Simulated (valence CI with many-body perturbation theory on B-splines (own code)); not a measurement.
## From CI to CI+MBPT in Rh VI

Computed by configuration interaction combined with many-body perturbation theory (CI+MBPT): four valence electrons over a frozen Dirac-Fock core [Kr], a basis of 9 s, 9 p, 10 d, 8 f, 5 g, 3 h, 1 i functions for each j, with the one-electron correlation potential Σ1, the two-electron term Σ2, the three-electron term Σ3, Breit, model QED; selected CI, second order for the rest, scaled by the run's own slope (own B-spline code, finite nucleus).

No measured levels were compared; by estimate terms of the open shell hold to 2 to 4 % of their energy, and close levels can change places; different configurations can be misplaced against each other by 1,000 to 8,000 cm⁻¹. Core correlation moves these levels by up to 17000 cm⁻¹, and in measured spectra 5 to 20 % of such shifts remained as error; rates that hang on mixing are uncertain with them. Among the levels kept, up to 310 cm⁻¹ of a level comes from second order outside the variational space, and about a tenth of that is noise between levels of different J, which matters for small intervals. Only levels of the ground parity were solved; by the run's estimate the other parity begins above the list, which can be wrong where configurations are misplaced.

Each rung adds one term. CI alone is the Dirac-Coulomb CI over the frozen core; QED comes last and gives the full result, which names the levels. Energies are above 4d⁴ ⁵D_0 on the same rung, in eV.

Names give the largest LS component (configuration and term), which can be under half, so a name can repeat, a term be missing and a line seem to break the LS rules; names also repeat where a configuration has a term twice. Letters in brackets count levels of one name in rising energy.

```tsv
Level	CI alone	+ Σ1	+ Σ2	+ Σ3	+ Breit	Full
4d⁴ ⁵D_1	0.0821	0.0898	0.0923	0.0929	0.0874	0.0878
4d⁴ ⁵D_2	0.2128	0.2304	0.2380	0.2389	0.2261	0.2271
4d⁴ ⁵D_3	0.3703	0.3976	0.4121	0.4131	0.3928	0.3943
4d⁴ ⁵D_4	0.5434	0.5796	0.6031	0.6040	0.5760	0.5780
4d⁴ ³P_0 [a]	2.124	2.142	2.316	2.299	2.304	2.303
4d⁴ ³H_4	2.556	2.592	2.361	2.336	2.328	2.329
4d⁴ ³H_5	2.764	2.818	2.568	2.549	2.528	2.530
4d⁴ ³H_6	2.916	2.979	2.725	2.708	2.679	2.681
4d⁴ ³P_1 [a]	2.499	2.542	2.721	2.719	2.707	2.709
4d⁴ ³G_3	2.820	2.864	2.791	2.754	2.743	2.744
4d⁴ ³F_2 [a]	2.821	2.868	2.878	2.849	2.835	2.836
4d⁴ ³F_4 [a]	2.958	3.018	2.949	2.918	2.896	2.898
4d⁴ ³P_2 [a]	3.000	3.069	3.242	3.238	3.211	3.214
4d⁴ ³F_3 [a]	3.320	3.387	3.279	3.242	3.215	3.217
4d⁴ ³G_4	3.396	3.461	3.317	3.267	3.241	3.243
4d⁴ ³G_5	3.553	3.632	3.455	3.413	3.376	3.379
4d⁴ ¹I_6	4.154	4.237	3.866	3.826	3.793	3.795
4d⁴ ³D_3	3.961	4.021	3.918	3.843	3.824	3.826
4d⁴ ³D_2	3.977	4.039	3.989	3.927	3.904	3.906
4d⁴ ³D_1	4.094	4.165	4.085	4.008	3.983	3.986
4d⁴ ¹G_4 [a]	4.276	4.369	4.336	4.224	4.185	4.189
4d⁴ ¹S_0 [a]	4.564	4.641	4.876	4.666	4.638	4.640
4d⁴ ¹D_2 [a]	4.772	4.861	4.890	4.930	4.902	4.905
4d⁴ ¹F_3	5.481	5.565	5.394	5.362	5.338	5.341
4d⁴ ³P_2 [b]	6.150	6.227	6.226	6.188	6.169	6.171
4d⁴ ³F_4 [b]	6.327	6.412	6.367	6.317	6.293	6.295
4d⁴ ³F_2 [b]	6.388	6.481	6.407	6.359	6.334	6.337
4d⁴ ³F_3 [b]	6.445	6.543	6.481	6.432	6.403	6.406
4d⁴ ³P_1 [b]	6.504	6.602	6.602	6.566	6.537	6.540
4d⁴ ³P_0 [b]	6.689	6.799	6.808	6.766	6.731	6.734
4d⁴ ¹G_4 [b]	7.251	7.356	7.201	7.161	7.132	7.135
```

(1) How does the ionisation energy move along the ladder, and which term matters most?

Answers

(1) CI alone 77.211, + Σ1 78.748, + Σ2 79.917, + Σ3 79.906, + Breit 79.912, + QED 79.918 eV. The largest step is Σ1, 1.536 eV. NIST lists 80 ± 2 eV (theoretical).
